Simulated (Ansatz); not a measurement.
A run for Ansatz (a program for electronic structure): R-CCSD(T)/def2-TZVPP on FHOSn (SMILES [OH][Sn][F]), a point of a bond scan (R = 1.967 Å). Elements past Kr take the def2 small-core potentials; no spin–orbit coupling. The run froze 11 orbitals, filled d shells among them.

Ansatz 0.2 input:
```yaml
crystal:
  periodic: [false, false, false]
  atoms:
    - {symbol: Sn, position_ang: [0.17128322, 0.03284367, 0.32223931]}
    - {symbol: F, position_ang: [-0.23460140, 1.31044291, -1.11659179]}
    - {symbol: O, position_ang: [-0.67402817, -1.51488275, -0.57778587]}
    - {symbol: H, position_ang: [-1.06052282, -1.31710786, -1.44035232]}
basis:
  gaussian:
    orbitals: def2-TZVPP
    pivot_positions_ang: [[0.17128322, 0.03284367, 0.32223931], [-0.23460140, 1.31044291, -1.11659179], [-0.67402817, -1.51488275, -0.57778587], [-1.06052282, -1.31710786, -1.44035232]]
magnetization: {spin_polarized: false}
correlation: {method: ccsd_t, electrons: outside_noble_gas}
scf: {lower_state_search: off}
output: {orbitals: {seedname: ./end}}
```

Program output:

```
WARN ansatz: RAYON_NUM_THREADS=1 ignored (pool sized by the plan → 1); use --threads N
Functional definition: HF
these checks for a lower state are left out or cut short: stability, starts, cluster_reference, orbital_swaps, neighbouring_geometries, increment
integrals: 0.21 GiB planned
1043 factors; integrals over basis functions are off by at most 3.7e-4 eV
mean field: 0.36 GiB planned
mean field evaluation 1: about -10563.6830 eV, gradient 5.1e1 eV
mean field evaluation 2: about -10563.8112 eV, gradient 5.2e1 eV
mean field evaluation 4: about -10568.5060 eV, gradient 2.6e0 eV
mean field evaluation 8: about -10568.5695 eV, gradient 4.4e-1 eV
mean field evaluation 16: about -10568.5704 eV, gradient 8.6e-6 eV
mean field -10568.57036100 eV, -388.3877971326 hartree, gradient 8.6e-6 eV, S^2 0.000000; 0 other end points of the search recorded, 0 dependent functions left out
11 core orbitals not correlated, not the lowest: weight in the atoms' cores, before any rotation towards them, 0.792 or more for the frozen orbitals, at most 0.223 for the correlated occupied ones
reference -10568.57036100 eV, -388.3877971326 hartree; 9, 9 occupied and 106, 106 virtual orbitals, 1043 factors
second order -15.96677315 eV of doubles, -0.00000000 eV of singles
coupled cluster: 0.47 GiB planned
cycle   1  -15.55724952 eV  change    4.1e-1 eV  update   1.1e-1
cycle   2  -15.95049523 eV  change   -3.9e-1 eV  update   4.1e-2
cycle   3  -16.07351794 eV  change   -1.2e-1 eV  update   2.1e-2
cycle   4  -16.05858954 eV  change    1.5e-2 eV  update   6.0e-3
cycle   5  -16.05299917 eV  change    5.6e-3 eV  update   2.8e-3
cycle   6  -16.05461102 eV  change   -1.6e-3 eV  update   1.2e-3
cycle   7  -16.05465366 eV  change   -4.3e-5 eV  update   4.1e-4
cycle   8  -16.05443181 eV  change    2.2e-4 eV  update   1.7e-4
cycle   9  -16.05446078 eV  change   -2.9e-5 eV  update   5.4e-5
cycle  10  -16.05450575 eV  change   -4.5e-5 eV  update   2.5e-5
cycle  11  -16.05447747 eV  change    2.8e-5 eV  update   9.2e-6
cycle  12  -16.05448606 eV  change   -8.6e-6 eV  update   4.4e-6
perturbative correction -0.56083120 eV, -0.0206101665 hartree
Total energy: -10585.18567826 eV, -388.9983987796 hartree
Checks for a lower state left out: stability, starts, cluster_reference, orbital_swaps, neighbouring_geometries, increment
```

The calculation finished and met its thresholds.

Cost: around 14 core-seconds (rough).
